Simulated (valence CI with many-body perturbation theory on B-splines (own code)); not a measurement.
## Missing levels of Sr4+

Level of theory: relativistic CI+MBPT: six valence electrons over a frozen Dirac-Fock core [Ar] 3d10, a basis of 9 s, 9 p, 8 d, 6 f, 3 g, 1 h functions for each j, with the one-electron correlation potential Σ1 (screened to all orders), the two-electron term Σ2, the three-electron term Σ3, Breit, model QED; selected single and double excitations, second order for the rest, scaled by the run's own slope (own B-spline code, finite nucleus).

Against 33 measured levels this calculation errs by 296 cm⁻¹ on average and by 563 at most. Among the levels kept, up to 1200 cm⁻¹ of a level comes from second order outside the variational space, and about a tenth of that is noise between levels of different J, which matters for small intervals.

| Level | E (cm⁻¹) |
| --- | --- |
| 4s2.4p4 3P_2 | 0.0 |
| 4s2.4p4 3P_1 | ? |
| 4s2.4p4 3P_0 | 8732 |
| 4s2.4p4 1D_2 | ? |
| 4s2.4p4 1S_0 | 44210 |
| 4s.4p5 3P°_2 | 153700 |
| 4s.4p5 3P°_1 | 159680 |
| 4s.4p5 3P°_0 | 163660 |
| 4s.4p5 1P°_1 | 193080 |
| 4s2.4p3.4d 5D°_0 | 201570 |
| 4s2.4p3.4d 5D°_1 | ? |
| 4s2.4p3.4d 5D°_2 | 201770 |
| 4s2.4p3.4d 5D°_3 | 201840 |
| 4s2.4p3.4d 5D°_4 | 202350 |
| 4s2.4p3.4d 3D°_2 [a] | ? |
| 4s2.4p3.4d 3D°_3 [a] | ? |
| 4s2.4p3.4d 3D°_1 [a] | 216530 |
| 4s2.4p3.4d 3F°_2 [a] | 220120 |
| 4s2.4p3.4d 1S°_0 | ? |
| 4s2.4p3.4d 3F°_3 [a] | 221940 |

Names give the largest LS component (configuration and term), which can be under half, so a name can repeat, a term be missing and a line seem to break the LS rules; names also repeat where a configuration has a term twice. Letters in brackets count levels of one name in rising energy.

The levels stand in rising order. What does the calculation give for the missing energies?

4s2.4p4 3P_1 8273; 4s2.4p4 1D_2 20371; 4s2.4p3.4d 5D°_1 201700; 4s2.4p3.4d 3D°_2 [a] 213370; 4s2.4p3.4d 3D°_3 [a] 215650; 4s2.4p3.4d 1S°_0 221290.
